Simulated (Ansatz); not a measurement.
The cluster Si3O4⁻: single points at one geometry.

```yaml
crystal:
  periodic: [false, false, false]
  atoms:
    - {symbol: Si, position_ang: [0.871330, -0.687330, 0.784929]}
    - {symbol: Si, position_ang: [-1.431818, -0.381110, -0.129015]}
    - {symbol: Si, position_ang: [2.607830, 1.527295, -0.833533]}
    - {symbol: O, position_ang: [1.614678, 0.830839, 0.282702]}
    - {symbol: O, position_ang: [-0.054485, -1.033647, -0.755624]}
    - {symbol: O, position_ang: [-0.730387, 0.009483, 1.309958]}
    - {symbol: O, position_ang: [-2.877148, -0.265530, -0.659406]}
basis:
  gaussian: {orbitals: def2-TZVPD, initial_orbitals: start.molden}
total_charge: -1
magnetization: {spin_polarized: true, initial_magnetization: 1}
hamiltonian: {xc: {name: PBE-QIDH}}
scf: {omitted_lower_state_checks: [starts]}
```

The file start.molden holds the orbitals of an earlier run on this structure, at another level or in another basis.

```sh
$ ansatz run in.yaml --threads 4 --pin off --events-out ev --progress --plain --max-ram 4787MiB
```

Output, abridged:

```
Functional definition: PBE-QIDH
  name "PBE-QIDH"
  cite "Brémond, Sancho-García, Pérez-Jiménez & Adamo, J. Chem. Phys. 141, 031101 (2014) doi:10.1063/1.4890314"
  cite "Perdew, Burke & Ernzerhof, Phys. Rev. Lett. 77, 3865 (1996) doi:10.1103/PhysRevLett.77.3865"
  parameter a = 3^(-1/3)
  parameter c = 1/3
  exchange = (1 - a)*pbe_x + a*exact_x
  correlation = (1 - c)*pbe_c + c*(mp2_os + mp2_ss)
these checks for a lower state are left out or cut short: starts
1754 factors; integrals over basis functions are off by at most 9.2e-4 eV
mean field evaluation 1: about -31791.5369 eV, gradient 1.7e1 eV
mean field evaluation 2: about -31792.1013 eV, gradient 7.3e-1 eV
mean field evaluation 4: about -31792.1329 eV, gradient 1.8e-1 eV
mean field evaluation 8: about -31792.1331 eV, gradient 6.5e-4 eV
mean field -31792.13314957 eV, -1168.3393437648 hartree, gradient 3.6e-6 eV, S^2 0.765034; 0 other end points of the search recorded, 0 dependent functions left out
19 core orbitals not correlated: weight in the atoms' cores, before any rotation towards them, 1.000 or more for the frozen orbitals, at most 0.000 for the correlated occupied ones
reference -31792.13316643 eV, -1168.3393443845 hartree; 19, 18 occupied and 251, 252 virtual orbitals, 1754 factors
second order -38.52082970 eV of doubles, -0.00000000 eV of singles
Total energy: -31804.97344300 eV, -1168.8112158449 hartree
Checks for a lower state left out: starts
```

Hardware: 4 threads of Intel Xeon on a shared host. Wall time 57 s, peak host memory 1.3 GiB.

Geometry: r2SCAN-D4/def2-SVPD.

Correlated methods freeze 19 core orbitals. Another isomer (doublet) lies 0.86 eV lower at PBE0-D4/def2-TZVPD; other spin states weren't run for this one.
